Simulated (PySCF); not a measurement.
O$_{2}$S, triplet, geometry from GFN2-xTB (a higher spin typed on purpose: for a closed-shell molecule this is an excited state). Base run: CCSD/6-31G run with PySCF.

Here is a job for PySCF.
```python
from pyscf import gto, scf, cc

mol = gto.Mole()
mol.atom = '''
    O    -1.266836    0.436461   -0.024666
    S    -0.018368   -0.373545    0.019250
    O     1.303571    0.310630   -0.013833
'''
mol.basis = '6-31g'
mol.charge = 0
mol.spin = 2
mol.verbose = 4
mol.build()

mf = scf.UHF(mol)
mf.kernel()

mycc = cc.CCSD(mf)
mycc.kernel()
print('E(CCSD) = %.10f' % mycc.e_tot)
```

Variants of this job, named by their change:

| change | ΔE vs base (mEh) | MP2 correlation (Eh) | CC correlation without the perturbative part (Eh) | basis functions |
|---|---|---|---|---|
| base | 0.000 | -0.31803 | -0.31707 | 31 |
| frozen = 8 | ___ | ___ | ___ | 31 |
| cc.conv_tol = 1e-9 | 0.000 | -0.31803 | -0.31707 | 31 |
| cc.conv_tol = 1e-5 | 0.000 | -0.31803 | -0.31707 | 31 |
| method = ccsd(t) | ___ | -0.31803 | -0.31707 | 31 |
| cc.level_shift = 0.2 | 0.000 | -0.31803 | -0.31707 | 31 |
| cc.diis_space = 10 | 0.000 | -0.31803 | -0.31707 | 31 |
| cc.direct = True | 0.000 | -0.31803 | -0.31707 | 31 |
| cc.diis_space = 3 | 0.000 | -0.31803 | -0.31707 | 31 |
| density fitting = JK and correlation | 0.089 | -0.31803 | -0.31707 | 31 |

Problem. Complete the blanks.

Solution. 
- frozen = 8, ΔE vs base (mEh): 38.031
- frozen = 8, MP2 correlation (Eh): -0.27815
- frozen = 8, CC correlation without the perturbative part (Eh): -0.27904
- method = ccsd(t), ΔE vs base (mEh): -11.784

Open shells are given as the SCF converged; they aren't shown to be the lowest states, and a large step between rows can be another state.
